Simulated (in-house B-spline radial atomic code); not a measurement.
A fraction x of an electron is moved 2p → 3d in S, starting from [Ne] 3s2 3p4 and keeping the highest spin. Computed with an all-electron radial atomic-structure program (B-spline basis): scalar-relativistic (X2C) AM05, spin-polarised, spherical fractional occupations, Fermi nucleus of rms radius 3.2611 fm.

| x | E(x) - E(0) (eV) | 2p down level (eV) | 3d up level (eV) |
| --- | --- | --- | --- |
| 0 | 0.0000 | -155.835 | - |
| 0.25 | 39.8500 | -163.333 | -0.310 |
| 0.375 | 60.4538 | -167.023 | -0.400 |
| 0.5 | 81.4994 | -170.560 | -0.474 |
| 0.625 | ? | ? | ? |
| 0.75 | ? | ? | ? |
| 0.875 | 147.0579 | -179.872 | -0.561 |
| 1 | 169.6505 | -182.737 | -0.578 |

What belongs in the row x = 0.625?

An energy change of 102.9663 eV; 2p down at -173.867 eV, 3d up at -0.524 eV.

What belongs in the row x = 0.75?

An energy change of 124.8260 eV; 2p down at -176.932 eV, 3d up at -0.546 eV.

Check Janak's theorem between x = 0.25 and 0.375.

The slope of the energy is 164.83 eV; the orbital levels give 164.82 eV (ε of the receiving orbital less ε of the emptying one, averaged over the two points).
